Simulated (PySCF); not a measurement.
ClTe, doublet, geometry from GFN2-xTB (the spin is typed, not shown lowest) (all electrons, no relativity); PBE/3-21G (PySCF).

The PySCF input:
```python
from pyscf import gto, scf, dft

mol = gto.M(
    atom='''
Te   -0.000000   -0.000000   -0.573073
Cl    0.000000    0.000000    1.752929
''',
    basis='3-21g',
    charge=0,
    spin=1,
    verbose=4,
    symmetry=True,
)

mf = dft.UKS(mol)
mf.xc = 'pbe'
mf.kernel()
mf.analyze()
```

What the program printed (banner, timings and long lists left out):

```
PySCF version 2.14.0

[INPUT] verbose = 4
[INPUT] num. atoms = 2
[INPUT] num. electrons = 69
[INPUT] charge = 0
[INPUT] spin (= nelec alpha-beta = 2S) = 1
[INPUT] symmetry True subgroup None
[INPUT] Mole.unit = angstrom
[INPUT] Symbol           X                Y                Z      unit          X                Y                Z       unit  Magmom
[...]
nuclear repulsion = 201.114467852255
point group symmetry = Coov
symmetry origin: [ 0.00000000e+00  0.00000000e+00 -8.21620055e-08]
symmetry axis x: [1. 0. 0.]
symmetry axis y: [0. 1. 0.]
symmetry axis z: [0. 0. 1.]
num. orbitals of irrep A1 = 20
num. orbitals of irrep E1x = 10
num. orbitals of irrep E1y = 10
num. orbitals of irrep E2x = 2
num. orbitals of irrep E2y = 2
number of shells = 20
number of NR pGTOs = 108
number of NR cGTOs = 44
basis = 3-21g
ecp = {}

******** <class 'pyscf.dft.uks_symm.SymAdaptedUKS'> ********
method = SymAdaptedUKS
initial guess = minao
damping factor = 0
level_shift factor = 0
DIIS = <class 'pyscf.scf.diis.CDIIS'>
diis_start_cycle = 1
diis_space = 8
diis_damp = 0
SCF conv_tol = 1e-09
SCF conv_tol_grad = None
SCF max_cycles = 50
direct_scf = True
direct_scf_tol = 1e-13
number electrons alpha = 35  beta = 34
XC library pyscf.dft.libxc version 7.1.2
    S. Lehtola, C. Steigemann, M. J. T. Oliveira, and M. A. L. Marques,  SoftwareX 7, 1–5 (2018)
XC functionals = pbe
    J. P. Perdew, K. Burke, and M. Ernzerhof,  Phys. Rev. Lett. 77, 3865 (1996)
    J. P. Perdew, K. Burke, and M. Ernzerhof,  Phys. Rev. Lett. 78, 1396 (1997)
    J. P. Perdew, K. Burke, and M. Ernzerhof,  Phys. Rev. Lett. 77, 3865 (1996)
    J. P. Perdew, K. Burke, and M. Ernzerhof,  Phys. Rev. Lett. 78, 1396 (1997)
radial grids:
    Treutler-Ahlrichs [JCP 102, 346 (1995); DOI:10.1063/1.469408] (M4) radial grids

becke partition: Becke, JCP 88, 2547 (1988); DOI:10.1063/1.454033
pruning grids: <function nwchem_prune>
grids dens level: 3
symmetrized grids: True
atomic radii adjust function: <function treutler_atomic_radii_adjust>
small_rho_cutoff = 0
Freeze 0 electrons in irreps []
    69 free electrons in irreps A1 E1x E1y E2x E2y
Set gradient conv threshold to 3.16228e-05
tot grids = 40840
init E= -7026.69597859559

cycle= 1 E= -7042.5323918015  delta_E= -15.8  |g|= 0.125  |ddm|= 1.47

cycle= 2 E= -7042.47462333836  delta_E= 0.0578  |g|= 0.297  |ddm|= 0.607

cycle= 3 E= -7042.54216770751  delta_E= -0.0675  |g|= 0.0341  |ddm|= 0.493

cycle= 4 E= -7042.54325712971  delta_E= -0.00109  |g|= 0.0106  |ddm|= 0.0918

cycle= 5 E= -7042.54325417625  delta_E= 2.95e-06  |g|= 0.0109  |ddm|= 0.0235

cycle= 6 E= -7042.54325756592  delta_E= -3.39e-06  |g|= 0.0108  |ddm|= 0.000971

cycle= 7 E= -7042.54325618232  delta_E= 1.38e-06  |g|= 0.0109  |ddm|= 0.00175

cycle= 8 E= -7042.54325644702  delta_E= -2.65e-07  |g|= 0.0108  |ddm|= 0.000973

cycle= 9 E= -7042.54325886933  delta_E= -2.42e-06  |g|= 0.0107  |ddm|= 0.000944

cycle= 10 E= -7042.54326362836  delta_E= -4.76e-06  |g|= 0.0104  |ddm|= 0.00143

cycle= 11 E= -7042.54326429077  delta_E= -6.62e-07  |g|= 0.0104  |ddm|= 0.000695

cycle= 12 E= -7042.5432617308  delta_E= 2.56e-06  |g|= 0.0105  |ddm|= 0.00101

cycle= 13 E= -7042.54326324565  delta_E= -1.51e-06  |g|= 0.0106  |ddm|= 0.00177

cycle= 14 E= -7042.54326253369  delta_E= 7.12e-07  |g|= 0.0105  |ddm|= 0.00153

cycle= 15 E= -7042.54326727426  delta_E= -4.74e-06  |g|= 0.0103  |ddm|= 0.0016

cycle= 16 E= -7042.54326250419  delta_E= 4.77e-06  |g|= 0.0105  |ddm|= 0.00168

cycle= 17 E= -7042.54326340539  delta_E= -9.01e-07  |g|= 0.0105  |ddm|= 0.000524

cycle= 18 E= -7042.54325880411  delta_E= 4.6e-06  |g|= 0.0107  |ddm|= 0.0016

cycle= 19 E= -7042.54325787654  delta_E= 9.28e-07  |g|= 0.0108  |ddm|= 0.000456

cycle= 20 E= -7042.54325999967  delta_E= -2.12e-06  |g|= 0.0107  |ddm|= 0.000701

cycle= 21 E= -7042.54326251929  delta_E= -2.52e-06  |g|= 0.0106  |ddm|= 0.000806

cycle= 22 E= -7042.54326218716  delta_E= 3.32e-07  |g|= 0.0106  |ddm|= 0.000737

[...]
SCF not converged.
Total Energy =                       -7042.543265306464491
[...]
alpha MO #25 (E1x #6), energy= -1.64953667633059 occ= 1
alpha MO #26 (E1y #6), energy= -1.64953667633059 occ= 1
alpha MO #27 (E2x #2), energy= -1.64292833418067 occ= 1
alpha MO #28 (E2y #2), energy= -1.64292833418067 occ= 1
alpha MO #29 (A1 #13), energy= -0.78470119267631 occ= 1
alpha MO #30 (A1 #14), energy= -0.547842592957578 occ= 1
alpha MO #31 (A1 #15), energy= -0.363917719558779 occ= 1
alpha MO #32 (E1x #7), energy= -0.31620250550261 occ= 1
alpha MO #33 (E1y #7), energy= -0.31620250550261 occ= 1
alpha MO #34 (E1x #8), energy= -0.203503377227285 occ= 1
alpha MO #35 (E1y #8), energy= -0.203503377227285 occ= 1
alpha MO #36 (A1 #16), energy= -0.129449494731267 occ= 0
alpha MO #37 (A1 #17), energy= 0.216371806328094 occ= 0
alpha MO #38 (A1 #18), energy= 0.255038428069217 occ= 0
alpha MO #39 (E1x #9), energy= 0.292158998096911 occ= 0
alpha MO #40 (E1y #9), energy= 0.292158998096911 occ= 0
alpha MO #41 (A1 #19), energy= 0.494104757357385 occ= 0
alpha MO #42 (E1x #10), energy= 0.545250378421979 occ= 0
alpha MO #43 (E1y #10), energy= 0.545250378421979 occ= 0
alpha MO #44 (A1 #20), energy= 0.633838062708586 occ= 0
beta  MO #1 (A1 #1), energy= -1110.17646856338 occ= 1
beta  MO #2 (A1 #2), energy= -166.38900624951 occ= 1
beta  MO #3 (A1 #3), energy= -155.577654448844 occ= 1
beta  MO #4 (E1x #1), energy= -155.574217804074 occ= 1
beta  MO #5 (E1y #1), energy= -155.574217804074 occ= 1
beta  MO #6 (A1 #4), energy= -99.9767416544011 occ= 1
beta  MO #7 (A1 #5), energy= -33.1207573266443 occ= 1
beta  MO #8 (A1 #6), energy= -28.5235375980065 occ= 1
beta  MO #9 (E1x #2), energy= -28.5139471149392 occ= 1
beta  MO #10 (E1y #2), energy= -28.5139471149392 occ= 1
beta  MO #11 (A1 #7), energy= -20.7777086245889 occ= 1
beta  MO #12 (E1x #3), energy= -20.7736790102573 occ= 1
beta  MO #13 (E1y #3), energy= -20.7736790102573 occ= 1
beta  MO #14 (E2x #1), energy= -20.7710211408864 occ= 1
beta  MO #15 (E2y #1), energy= -20.7710211408864 occ= 1
beta  MO #16 (A1 #8), energy= -9.12445880593952 occ= 1
beta  MO #17 (A1 #9), energy= -6.96313257811777 occ= 1
beta  MO #18 (E1x #4), energy= -6.94855611493695 occ= 1
beta  MO #19 (E1y #4), energy= -6.94855611493695 occ= 1
beta  MO #20 (A1 #10), energy= -5.6346069034879 occ= 1
beta  MO #21 (A1 #11), energy= -4.07392872841857 occ= 1
beta  MO #22 (E1x #5), energy= -4.04719144116968 occ= 1
beta  MO #23 (E1y #5), energy= -4.04719144116968 occ= 1
beta  MO #24 (A1 #12), energy= -1.66147263557556 occ= 1
beta  MO #25 (E1x #6), energy= -1.648480706977 occ= 1
beta  MO #26 (E1y #6), energy= -1.648480706977 occ= 1
beta  MO #27 (E2x #2), energy= -1.63881941950732 occ= 1
beta  MO #28 (E2y #2), energy= -1.63881941950732 occ= 1
beta  MO #29 (A1 #13), energy= -0.779529174573897 occ= 1
beta  MO #30 (A1 #14), energy= -0.529909969565274 occ= 1
beta  MO #31 (A1 #15), energy= -0.356569677312486 occ= 1
beta  MO #32 (E1x #7), energy= -0.313161925419219 occ= 1
beta  MO #33 (E1y #7), energy= -0.313161925419219 occ= 1
beta  MO #34 (E1x #8), energy= -0.193565701168434 occ= 1
beta  MO #35 (E1y #8), energy= -0.193565701168434 occ= 0
beta  MO #36 (A1 #16), energy= -0.118751989575074 occ= 0
beta  MO #37 (A1 #17), energy= 0.230330135078842 occ= 0
beta  MO #38 (A1 #18), energy= 0.261975791101006 occ= 0
beta  MO #39 (E1x #9), energy= 0.298120887310796 occ= 0
beta  MO #40 (E1y #9), energy= 0.298120887310796 occ= 0
beta  MO #41 (A1 #19), energy= 0.498181197891798 occ= 0
beta  MO #42 (E1x #10), energy= 0.546733005892049 occ= 0
beta  MO #43 (E1y #10), energy= 0.546733005892049 occ= 0
beta  MO #44 (A1 #20), energy= 0.636746843925992 occ= 0
 ** Mulliken pop alpha/beta on meta-lowdin orthogonal AOs **
 ** Mulliken pop       alpha | beta **
In total            35.00000 | 34.00000
 ** Mulliken atomic charges   ( Nelec_alpha | Nelec_beta ) **
charge of  0Te =      0.20768  (    26.33410     25.45822 )
charge of  1Cl =     -0.20768  (     8.66590      8.54178 )
Dipole moment(X, Y, Z, Debye):  0.00000,  0.00000, -1.85968
```

The run did not converge; its last values are not results.
